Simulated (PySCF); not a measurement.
Ligands exchanged one at a time, Ga CH3-OH. All species are isolated molecules in the gas phase. One relaxed conformer stands for each flexible species; it need not be the lowest. Strings in code marks are SMILES.

The S1–T1 gap (TDA) from two functionals at the same geometries (M06-2X/def2-TZVP), both in PySCF: PBE-D3(BJ)/def2-TZVP and M06-2X/def2-TZVP. Excitations are Tamm–Dancoff values on a coarser integration grid. The basis has no diffuse functions, so Rydberg states are missing or too high.

```csv
species,M06-2X/def2-TZVP (eV)
0 of 3 CH3 replaced by OH (`[CH3][Ga]([CH3])[CH3]`),0.33
1 of 3 CH3 replaced by OH (`[CH3][Ga]([CH3])[OH]` (C–Ga–O–H torsion 180°)),0.32
2 of 3 CH3 replaced by OH,0.57
3 of 3 CH3 replaced by OH (`[Ga]([OH])([OH])[OH]`),0.43
```

What does PBE-D3(BJ)/def2-TZVP give for each?


- 0 of 3 CH3 replaced by OH (`[CH3][Ga]([CH3])[CH3]`): 0.29
- 1 of 3 CH3 replaced by OH (`[CH3][Ga]([CH3])[OH]` (C–Ga–O–H torsion 180°)): 0.27
- 2 of 3 CH3 replaced by OH: 0.27
- 3 of 3 CH3 replaced by OH (`[Ga]([OH])([OH])[OH]`): 0.31
Over these rows, drawn at random from the members with no instability flagged (it was tested for open shells, ions and some series alone), PBE minus M06-2X: mean -0.13 eV, from -0.30 eV to -0.04 eV.
